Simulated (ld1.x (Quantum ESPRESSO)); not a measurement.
**Before and after: TM potential for Sb (Z = 51)**

ld1.x (Quantum ESPRESSO) 7.5 input, shortened:

```
&input
   title='Sb', zed=51., rel=1, dft='PBE', iswitch=3,
   config='[Kr] 4d10 5s2 5p3 5d-2'
 /
 &inputp
   pseudotype=2, tm=.true., lloc=-1, rcloc=1.15,
   nlcc=.true.
 /
3
5S  1  0   2.00   0.00  1.50  1.50  0.0
5P  2  1   3.00   0.00  2.25  2.25  0.0
5D  3  2  -2.00  -0.15  1.95  1.95  0.0
 &test
   configts(1)='5s2 5p3'
 /
```

Change: local potential all-electron potential smoothed inside 1.28 bohr (lloc = -1).

Cutoffs: the cutoffs (Ry, on a coarse ladder) from which the occupation-weighted sum of valence levels, in a spherical-Bessel basis at the reference potential, stays within 10 and 1 mRy of its value at 400 Ry; they do not see the model core or the augmentation charge, which bear on the density cutoff. Errors are all-electron minus pseudo energies relative to the spin-unpolarised reference configuration.

Task: How do hardness, ghosts and transferability respond?

Result: The potential gets neither clearly harder nor softer (40 Ry and 110 Ry → 40 Ry and 110 Ry); the bound ghosts move from p, s to d, p, s; of the 7 tests that both files solve, the error grows in 4 and shrinks in 0 by more than 15 % and 0.3 meV (median size 33.7 → 42.0 meV). In the separable form a ghost depends on how the local part lies against the semilocal potential of the channel, so the choice of the local part can create or remove one.

| quantity | base | changed |
| --- | --- | --- |
| cutoff, loose | 40 Ry | 40 Ry |
| cutoff, tight | 110 Ry | 110 Ry |
| bound ghosts | s, p | d, s, p |
| error for 5s2 5p2, meV [ΔE 8.32 eV] | -5.8 | -7.4 |
| error for 5s2 5p1, meV [ΔE 24.28 eV] | -37 | -43 |
| error for 5s2 5p0, meV [ΔE 48.70 eV] | -134 | -142 |
| error for 5s1 5p3, meV [ΔE 17.05 eV] | -34 | -42 |
| error for 5s2 5p2.5, meV [ΔE 3.26 eV] | -1.3 | -1.7 |
| error for 5s1 5p0, meV [ΔE 92.99 eV] | -469 | -486 |
| error for 5s2 5p3.3, meV [ΔE -1.16 eV] | +0.1 | +0.1 |
| s: phases at 2.46 bohr within 0.05 rad from the reference energy up to (Ry; the scan ends near 5) | 2.2 | 2.8 |
| p: phases at 2.46 bohr within 0.05 rad from the reference energy up to (Ry; the scan ends near 5) | 3.9 | 4.8 |
| d: phases at 2.46 bohr within 0.05 rad from the reference energy up to (Ry; the scan ends near 5) | -0.0 | 0.2 |

Base: These tests converged, but a pseudo level misses the all-electron one widely, so the file describes the atom poorly there or has found another state: 5s1 5p0: empty 5p by 4.2 eV. Changed file: These tests converged, but a pseudo level misses the all-electron one widely, so the file describes the atom poorly there or has found another state: 5s1 5p0: empty 5p by 6.0 eV. A true bound ghost makes a file unfit for plane-wave use even where its test errors are small: the radial tests pick states by their node count and pass the ghost by.
